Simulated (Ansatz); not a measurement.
Cartesian coordinates (Å):
SMILES: [SH][AlH][SH]
```xyz
6

S      1.9099    -0.2033    -0.0246
Al    -0.0043     0.8411     0.0188
S     -1.9075    -0.2242     0.0178
H      1.3633    -1.4305    -0.0435
H     -0.0126     2.4132     0.0520
H     -1.3481    -1.4453    -0.0150
```
Charge 0, multiplicity 1.

Method: frozen-core CCSD(T)/cc-pVQZ // PBE0-D3(BJ)/def2-TZVP run with Ansatz (an electronic-structure program).

```yaml
HF energy: -1038.87823 Ha
MP2 correlation energy: -0.46851 Ha
```

**Question.** Estimate the CCSD correlation energy, the (T) correction, the total energy and the T1 diagnostic.

**Answer.** 
```json
{
 "CCSD correlation energy": "-0.50964 Ha",
 "(T) correction": "-0.02429 Ha",
 "CCSD(T) total energy": "-1039.41216 Ha",
 "T1 diagnostic": "0.011"
}
```
